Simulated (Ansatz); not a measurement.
Coupled-cluster run, C₄H₁₃AlO (`C[OH+][Al-]([CH3])([CH3])[CH3]`).

```yaml
crystal:
  periodic: [false, false, false]
  atoms:
    - {symbol: C, position_ang: [0.733678, 2.094893, -0.797554]}
    - {symbol: O, position_ang: [0.972206, 0.684797, -0.804143]}
    - {symbol: Al, position_ang: [-0.241172, -0.591628, 0.179753]}
    - {symbol: C, position_ang: [1.007497, -2.124609, 0.131576]}
    - {symbol: C, position_ang: [-1.809225, -0.595340, -1.016177]}
    - {symbol: C, position_ang: [-0.438379, 0.341790, 1.913838]}
    - {symbol: H, position_ang: [1.362134, 2.579364, -1.545771]}
    - {symbol: H, position_ang: [-0.313073, 2.230192, -1.060972]}
    - {symbol: H, position_ang: [0.916498, 2.515980, 0.192388]}
    - {symbol: H, position_ang: [1.896100, 0.490730, -0.617349]}
    - {symbol: H, position_ang: [1.252011, -2.443782, -0.887641]}
    - {symbol: H, position_ang: [0.565935, -2.995732, 0.628939]}
    - {symbol: H, position_ang: [1.953255, -1.932548, 0.653497]}
    - {symbol: H, position_ang: [-1.558529, -0.911616, -2.034134]}
    - {symbol: H, position_ang: [-2.572901, -1.291281, -0.650106]}
    - {symbol: H, position_ang: [-2.300431, 0.381814, -1.087693]}
    - {symbol: H, position_ang: [0.521216, 0.553025, 2.400573]}
    - {symbol: H, position_ang: [-0.984188, 1.289245, 1.839989]}
    - {symbol: H, position_ang: [-1.004630, -0.279894, 2.617291]}
basis:
  gaussian: {orbitals: def2-SVP}
correlation: {method: ccsd_t}
```

```sh
$ ansatz run in.yaml --threads 4 --pin off --events-out ev --progress --plain --max-ram 11315MiB
```

The program prints (abridged):

```
Functional definition: HF
1550 factors; integrals over basis functions are off by at most 1.3e-3 eV
mean field evaluation 1: about -12936.7513 eV, gradient 4.3e1 eV
mean field evaluation 2: about -12936.7576 eV, gradient 4.3e1 eV
mean field evaluation 4: about -12941.6399 eV, gradient 3.7e0 eV
mean field evaluation 8: about -12941.6868 eV, gradient 1.8e-4 eV
mean field -12941.68680300 eV, -475.5982178200 hartree, gradient 1.6e-6 eV, S^2 0.000000; 0 other end points of the search recorded, 0 dependent functions left out
10 core orbitals not correlated: weight in the atoms' cores, before any rotation towards them, 1.000 or more for the frozen orbitals, at most 0.000 for the correlated occupied ones
reference -12941.68680300 eV, -475.5982178200 hartree; 19, 19 occupied and 124, 124 virtual orbitals, 1550 factors
second order -23.17607906 eV of doubles, -0.00000000 eV of singles
cycle   1  -24.67391052 eV  change    -1.5e0 eV  update   9.5e-2
cycle   2  -25.29815832 eV  change   -6.2e-1 eV  update   2.8e-2
cycle   3  -25.38960526 eV  change   -9.1e-2 eV  update   9.9e-3
cycle   4  -25.39064508 eV  change   -1.0e-3 eV  update   2.5e-3
cycle   5  -25.39092167 eV  change   -2.8e-4 eV  update   7.6e-4
cycle   6  -25.39089084 eV  change    3.1e-5 eV  update   2.2e-4
cycle   7  -25.39086027 eV  change    3.1e-5 eV  update   7.5e-5
cycle   8  -25.39086525 eV  change   -5.0e-6 eV  update   2.6e-5
perturbative correction -0.64674819 eV, -0.0237675577 hartree
Total energy: -12967.72441645 eV, -476.5550824653 hartree
```

It took 9.5 s on 4 threads of an AMD EPYC 9R45 on a shared host, with 1.4 GiB of host memory at the peak.

MP2 recovers 89.0 % of the CCSD(T) correlation energy and the triples give 2.5 %; T1 = 0.0083.
